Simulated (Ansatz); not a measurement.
Ansatz (a first-principles code) input (CCSD(T)/STO-3G):

Ansatz 0.2 input:
```yaml
crystal:
  periodic: [false, false, false]
  atoms:
    - {symbol: C, position_ang: [2.52073946, -0.61290978, -0.30646939]}
    - {symbol: C, position_ang: [1.27512509, -0.92863379, 0.02718285]}
    - {symbol: C, position_ang: [0.35780191, -0.07320924, 0.84939228]}
    - {symbol: B, position_ang: [-0.93760889, 0.37333128, 0.06476178]}
    - {symbol: O, position_ang: [-1.64400357, -0.58742489, -0.61261699]}
    - {symbol: O, position_ang: [-1.30175009, 1.69344129, 0.11018283]}
    - {symbol: H, position_ang: [3.12578537, -1.26855667, -0.91947552]}
    - {symbol: H, position_ang: [2.97971758, 0.31277165, 0.02291426]}
    - {symbol: H, position_ang: [0.85448720, -1.86392057, -0.33054470]}
    - {symbol: H, position_ang: [0.88585033, 0.80202826, 1.23145268]}
    - {symbol: H, position_ang: [0.01799054, -0.64854315, 1.72173276]}
    - {symbol: H, position_ang: [-2.42653080, -0.28915193, -1.08609988]}
    - {symbol: H, position_ang: [-2.10522525, 1.92910168, -0.36494979]}
basis:
  gaussian:
    orbitals: STO-3G
magnetization: {spin_polarized: false}
correlation: {method: ccsd_t, electrons: outside_noble_gas}
```

Output:

```
Functional definition: HF
integrals: 0.01 GiB planned
518 factors; integrals over basis functions are off by at most 7.3e-5 eV
0.09 GiB of device memory are held for the factors and their scratch space
mean field: 0.12 GiB planned
mean field evaluation 1: about -7845.2054 eV, gradient 2.8e1 eV
mean field evaluation 2: about -7845.4311 eV, gradient 2.8e1 eV
mean field evaluation 4: about -7848.0548 eV, gradient 1.7e0 eV
mean field evaluation 8: about -7848.0651 eV, gradient 1.7e-5 eV
mean field evaluation 16: about -7847.8315 eV, gradient 5.2e-2 eV
mean field -7848.06506496 eV, -288.4110715278 hartree, gradient 2.2e-6 eV, S^2 0.000000; 0 other end points of the search recorded, 0 dependent functions left out; unrestricted orbitals would lower it
6 core orbitals not correlated
reference -7848.06506496 eV, -288.4110715278 hartree; 17, 17 occupied and 14, 14 virtual orbitals, 518 factors
second order -7.72606135 eV of doubles, -0.00000000 eV of singles
coupled cluster: 0.11 GiB planned
cycle   1  -8.89367256 eV  change    -1.2e0 eV  update   1.1e-1
cycle   2  -9.51623962 eV  change   -6.2e-1 eV  update   4.0e-2
cycle   3  -9.67788184 eV  change   -1.6e-1 eV  update   1.7e-2
cycle   4  -9.68747470 eV  change   -9.6e-3 eV  update   4.7e-3
cycle   5  -9.68647679 eV  change    1.0e-3 eV  update   9.1e-4
cycle   6  -9.68633492 eV  change    1.4e-4 eV  update   2.9e-4
cycle   7  -9.68636204 eV  change   -2.7e-5 eV  update   1.1e-4
cycle   8  -9.68642335 eV  change   -6.1e-5 eV  update   4.3e-5
cycle   9  -9.68645856 eV  change   -3.5e-5 eV  update   1.2e-5
coupled cluster: 0.11 GiB planned
perturbative correction -0.18775417 eV, -0.0068998385 hartree
Total energy: -7857.93927769 eV, -288.7739421526 hartree
```
